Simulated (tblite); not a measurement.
C5H11Al.
Z-matrix (Å and degrees, GFN2-xTB geometry), rows numbered from 1:
```
C 
C   1  1.5233
Al  2  2.0158  1  132.31
C   2  1.5523  1  115.87  3  -129.87
C   4  1.5255  2   87.76  1  -138.10
C   5  1.5254  4   89.38  2    20.87
H   1  1.0890  2  110.49  3    59.99
H   1  1.0922  2  110.98  3  -179.93
H   1  1.0891  2  110.50  3   -59.84
H   3  1.5527  2  119.72  1   -95.05
H   3  1.5526  2  119.70  1    95.14
H   4  1.0986  2  117.20  1   103.39
H   4  1.0896  2  113.01  1   -24.36
H   5  1.1040  4  110.10  2   -90.34
H   5  1.0884  4  118.60  2   143.58
H   6  1.0985  2  117.12  1  -103.41
H   6  1.0895  2  113.01  1    24.36
```

Calculated harmonic vibrations of the isolated species, GFN2-xTB (tblite), most abundant isotopes, no scaling. The method is semi-empirical: single wavenumbers can be off by several per cent or more. Modes of hydrogen on aluminium can be 10 to 20 % off. One conformer, not necessarily the lowest.

Harmonic wavenumbers (cm⁻¹): 110.1, 156.4, 174.1, 204.1, 211.0, 315.6, 333.1, 474.9, 531.0, 544.2, 626.4, 749.6, 784.7, 830.9, 903.4, 921.9, 988.7, 998.6, 1022.2, 1035.8, 1121.7, 1150.3, 1170.7, 1171.8, 1204.5, 1218.8, 1257.3, 1261.3, 1404.3, 1450.9, 1459.8, 1475.4, 1498.2, 1501.1, 1743.8, 1750.7, 2808.0, 2865.0, 2867.9, 2970.2, 2981.0, 2982.1, 2996.6, 3011.5, 3016.4.

A = 3369, B = 2831, C = 2110 MHz; mass 98.068 u (most abundant isotopes); point group Cs, symmetry number 1.

Q: What is the zero-point energy?

A: Half the sum of the wavenumbers: 30128 cm⁻¹ = 86.14 kcal/mol.

Q: Entropy at 273.15 K, 1 bar (ideal gas, RRHO, classical rotation)?

A: Translation 39.25, rotation 26.91, vibration 16.95: S = 83.1 cal/(mol K).

Q: And Cp and H(273.15 K) − H(0)?

A: Cp = 29.62 cal/(mol K), of which vibrations give 21.67 (their classical limit is 45 R = 89.4); H(273.15 K) − H(0) = 4.92 kcal/mol without the zero-point energy, 2.75 from vibrations.

Q: Which modes carry the vibrational entropy at 273.15 K?

A: 110.1 cm⁻¹: 3.10; 156.4 cm⁻¹: 2.43; 174.1 cm⁻¹: 2.23; 204.1 cm⁻¹: 1.94; 211.0 cm⁻¹: 1.88; 315.6 cm⁻¹: 1.19 cal/(mol K); the other 39 give 4.19 together.

Q: Blend soft modes into free rotors: weight 1/[1 + (100 cm⁻¹/ν̃)⁴] for the oscillator and the rest for a rotor with moment μB/(μ + B), μ = h/(8π²ν), B = 10⁻⁴⁴ kg m². What vibrational entropy results?

A: 16.79 cal/(mol K) in place of 16.95, which changes −T·S at 273.15 K by +0.04 kcal/mol.

Q: What must be added to the electronic energy to get the Gibbs energy at 273.15 K and 1 bar?

A: ZPE + [H(273.15 K) − H(0)] − T·S = 86.14 + 4.92 − 22.70 = 68.36 kcal/mol.

Q: How do the functions run with temperature in this model?

A: 
```
 T (K)  S (cal/(mol K))  Cp (cal/(mol K))  H − H(0) (kcal/mol)  G − H(0) (kcal/mol)  ln q(vib)
   150             68.8              19.3                 1.92                -8.40       1.30
   250             80.6              27.6                 4.25               -15.89       3.05
298.15             85.8              31.9                 5.69               -19.90       3.94
   400             96.5              41.0                 9.40               -29.18       5.89
   600            116.0              55.5                19.13               -50.46       9.88
   900            141.4              69.5                38.05               -89.18      15.80
```

q(vib) and H(0) count from the zero-point level.

Hindered rotation and anharmonicity are outside this model. Other conformers, if any are populated, would add a mixing term that is left out.

Hardware: one thread of an Intel Xeon at 2.70 GHz, shared host with 64 logical CPUs at a one-minute load of 58. Cost: 0.67 s wall. This covers the Hessian and the dipole derivatives.
